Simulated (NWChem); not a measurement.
System: FeO, quintet; SMILES [Fe]=[O]

```xyz
2

Fe     0.0000     0.0000    -0.3761
O      0.0000     0.0000     1.2222
```
Atoms are numbered in this order, from 1.

Results from NWChem. Spin-unrestricted. The geometry was optimised at PBE0-D3(BJ)/def2-TZVP, spin-unrestricted. No stability test was run on the SCF state.

**Question.** Estimate the computed values for PW91/def2-TZVP. Quantities: highest occupied level (eV); lowest empty minus highest occupied level, either spin (eV); dipole (D); <S²>.

**Answer.** 
```json
{
 "highest occupied level (eV)": "-4.34",
 "lowest empty minus highest occupied level, either spin (eV)": "0.46",
 "dipole (D)": "4.24",
 "<S²>": "6.02"
}
```
